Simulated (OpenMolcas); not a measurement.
**Pd3+: effect of the IPEA shift**

```
Program             : OpenMolcas 26.06
Basis               : ANO-RCC-VTZP [7s6p4d2f1g]
Scalar Hamiltonian  : DKH2, point nucleus
Active space        : 7 electrons in 9 orbitals (RAS2 4d 5s; RAS3 5p, at most 2 electrons)
State averaging     : 2S+1 = 4 even, 60 roots; 2S+1 = 6 even, 5 roots kept (CI in the orbitals of an earlier block); 2S+1 = 2 even, 83 roots kept (CI in the orbitals of an earlier block); 2S+1 = 4 odd, 15 roots; 2S+1 = 6 odd, 15 roots kept (CI in the orbitals of an earlier block); 2S+1 = 2 odd, 9 roots kept (CI in the orbitals of an earlier block, 0 in the spin-orbit step)
Spin-orbit coupling : RASSI with atomic mean-field integrals over the reference wave functions, term energies averaged over their components
```

Methods on the same reference wave functions:
A. RASSCF
B. MS-RASPT2, IPEA 0 Eh, imaginary shift 0.1 Eh (closed shells correlated: 4s 4p)
C. MS-RASPT2, IPEA 0.25 Eh, imaginary shift 0.1 Eh (closed shells correlated: 4s 4p)

Energies in cm-1 above 4d7 4F 9/2.

```csv
Level,A,B,C
4d7 4F 9/2,0.0,0.0,0.0
4d7 4F 7/2,2898,2960,2940
4d7 4F 5/2,4729,4720,4710
4d7 4F 3/2,5884,5790,5800
4d7 4P 3/2 [66 %],16736,12490,12870
4d7 4P 5/2,16843,13000,13260
4d7 2G 9/2,17732,14790,15280
4d7 4P 1/2,18780,14780,15090
4d7 2G 7/2,20589,17580,18090
4d7 2H 11/2,23758,20310,20780
4d7 2D 5/2(1),25545,21150,21700
4d7 2P 1/2,26145,20940,21530
4d7 2H 9/2,26659,23270,23750
4d7 2D 3/2(1) [67 %],30466,25830,26390
4d7 2F 5/2,38696,30720,31360
4d7 2F 7/2,40123,32230,32860
4d7 2D 3/2(2),60199,49810,50040
4d7 2D 5/2(2),61596,51230,51470
4d6 5s 6D 9/2,86951,89540,90010
4d6 5s 6D 7/2,88653,91260,91720
4d6 5s 6D 5/2,89767,92340,92810
4d6 5s 6D 3/2,90515,93080,93550
4d6 5s 6D 1/2,90960,93530,94000
```

Between B and C the level of the table that moves most is 4d7 2F 7/2, by 640 cm-1 (lowest in B, highest in C). Moves below CASPT2's spread within the term are not significant.

From A to B the spin-free energies of the other terms of 4d7 shown, above 4F, scale by factors of 0.74 to 0.84, as is usual when dynamic correlation screens the repulsion within a d or f shell.

The lowest spin-free term lies below A's lowest term by 0.476 hartree in B, 0.466 hartree in C.

CASPT2 breaks the degeneracy within a term, and the mean is taken; among the terms shown or strongly mixed into the levels shown the widest spread is 1400 cm-1 (4d7 4F, B). Some high roots are left out of the spin-orbit mixing, which shifts the levels that they would mix with. Terms from blocks run as CI alone lack orbitals of their own. A single d shell beside an s shell can misplace configurations of different d count against each other. Without dynamic correlation excited terms often stand tens of per cent too high (terms of higher spin than the ground term too low), and those without a measured partner can miss by more than the paired ones (holds for A). Blocks of more than 70 roots (2S+1 = 2 even) ran without multistate coupling (holds for B; C). The CASPT2 spread within a term exceeds the gap to the next term for 4d7 2H and 4d7 2D(1), so the order of their levels is uncertain (holds for B). Levels of configurations outside the active space are missing. The table leaves out levels that lie high or whose names do not pair safely across all columns.

A share in square brackets marks a mixed level and gives the weight of the term that names it, the lowest over the columns. A number in round brackets counts repeated terms of one configuration in the order of the reference energies.
